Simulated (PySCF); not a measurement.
The vertical singlet excitations below were computed for one of the candidates. Method used: TDDFT PBE0/def2-SVPD, vertical, gas phase, core orbitals frozen in the response (PySCF). Geometries: GFN2-xTB, one conformer each.

```
state  ν̃ (cm⁻¹)       f     main configurations (H = HOMO, L = LUMO)
   S1      41110  0.0004                                    H→L (98%)
   S2      44720   0.062                                  H→L+1 (97%)
   S3      46550   0.036      H-1→L (55%), H-2→L (16%), H-1→L+1 (12%)
   S4      48510   0.024                   H-1→L+1 (70%), H-2→L (12%)
   S5      49060   0.068                                  H→L+2 (94%)
   S6      49920   0.032      H-2→L (48%), H-2→L+1 (20%), H-1→L (15%)
   S7      51170   0.016                                  H→L+3 (89%)
   S8      51980   0.015  H-1→L+2 (52%), H-3→L+1 (24%), H-2→L+1 (12%)
```

Orbital energies (eV): HOMO-3 -8.71, HOMO-2 -8.46, HOMO-1 -7.56, HOMO -6.69, LUMO -0.60, LUMO+1 -0.27, LUMO+2 0.28.

**Question.** Which structure fits? All have the formula C5H9OPSi.
A. `Cc1ccoc1[SiH2]P`
B. `O1CC[C@@H](C#C)[Si@@H]1P`
C. `c1ccc(C[SiH2]P)o1`
D. `C([Si@@H](P)O/C=C\C)#C`

**Answer.** D. Its S1, at 5.10 eV, is the lowest among the candidates; the nearest of the others has S1 at 5.54 eV. S1 is HOMO→LUMO (98%). Löwdin shares by element: HOMO carbon 68% or more, oxygen 19%; LUMO carbon 44% or more, silicon 21%, phosphorus 15% (atoms not listed hold the other 20%). At the same level the other candidates give, for their lowest levels:
- `P[SiH2]Cc1ccco1`: 5.54 eV (f 0.119); 5.70 eV (f 0.005); 6.04 eV (f 0.004); 6.14 eV (f 0.028); 6.22 eV (f 0.089); T1 3.84 eV; HOMO -6.34, LUMO -0.02 eV
- `C#C[C@@H]1CCO[Si@H]1P`: 6.12 eV (f 0.047); 6.24 eV (f 0.003); 6.52 eV (f 0.022); 6.67 eV (f 0.047); 6.73 eV (f 0.011); T1 5.30 eV; HOMO -7.28, LUMO 0.08 eV
- `Cc1ccoc1[SiH2]P`: 5.56 eV (f 0.325); 5.89 eV (f 0.004); 6.06 eV (f 0.008); 6.18 eV (f 0.011); 6.26 eV (f 0.033); T1 3.77 eV; HOMO -6.57, LUMO -0.32 eV

Shape of the structure used: `[CH:1]#[C:2][Si@@H:3]([PH2:4])[O:5]/[CH:6]=[CH:7]\[CH3:8]`: C2–Si3–O5–C6 62°, Si3–O5–C6–C7 -163°, H–P4–Si3–C2 -17°, H–P4–Si3–C2 -109°.
Triplets come from the Tamm–Dancoff approximation.
